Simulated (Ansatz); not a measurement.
H2MgO (SMILES [OH][MgH]) moved off its minimum; all values from Ansatz (a program for electronic structure), cores frozen in correlated methods.
(charge 0, multiplicity 1)
```xyz
4

Mg    -0.0918     0.1707    -0.7015
H      0.0252    -0.1020    -2.3378
O      0.0123     0.0486     1.0318
H      0.1425     0.0207     2.0332
```

Forces at r2SCAN/def2-TZVPP (eV/Å):

```csv
atom,Fx,Fy,Fz
Mg1,0.086,-0.144,-0.215
H2,-0.057,0.075,-0.341
O3,0.372,-0.041,3.442
H4,-0.401,0.110,-2.886
```

Problem. Give the forces (eV/Å), the total energy and the dipole at CCSD(T)/def2-TZVPPD.

Solution. 
```
atom      Fx      Fy      Fz
----  ------  ------  ------
Mg1    0.073  -0.131  -0.483
H2    -0.058   0.076  -0.383
O3     0.388  -0.055   3.776
H4    -0.402   0.110  -2.910
```
Energy -276.0054 hartree, dipole 1.24 D.
